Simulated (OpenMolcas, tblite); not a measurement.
**How methods differ on CH4BFO2 (SMILES COB(O)F)**

The species is CH4BFO2 (9 atoms), meant as a singlet with charge 0. SMILES: `COB(O)F`. Geometry: relaxed at PBE0-D4/def2-TZVP. This is one conformer, not always the lowest.

```xyz
9

C    -0.6493    0.4913   -1.0859
O    -0.4870    0.6896    0.3046
B     0.3204   -0.0851    1.0495
O     1.0404   -1.1143    0.5247
F     0.4015    0.1877    2.3553
H    -1.7015    0.2852   -1.2914
H    -0.0407   -0.3377   -1.4512
H    -0.3631    1.4070   -1.6066
H     1.5677   -1.5701    1.1840
```

Quantity: the vertical ionisation energy (to the doublet cation), in eV. The values are calculated.

```
         level            kind     program  value (eV)
      GFN1-xTB  semi-empirical      tblite       16.66
   HF/def2-SVP    Hartree–Fock  OpenMolcas       10.61
SVWN5/def2-SVP             LDA  OpenMolcas       10.87
 BLYP/def2-SVP             GGA  OpenMolcas       10.54
 TPSS/def2-SVP        meta-GGA  OpenMolcas       10.71
B3LYP/def2-SVP   global hybrid  OpenMolcas       11.09
```

The values span 10.54 to 16.66 eV. The xTB values lack the empirical shift that such differences need.
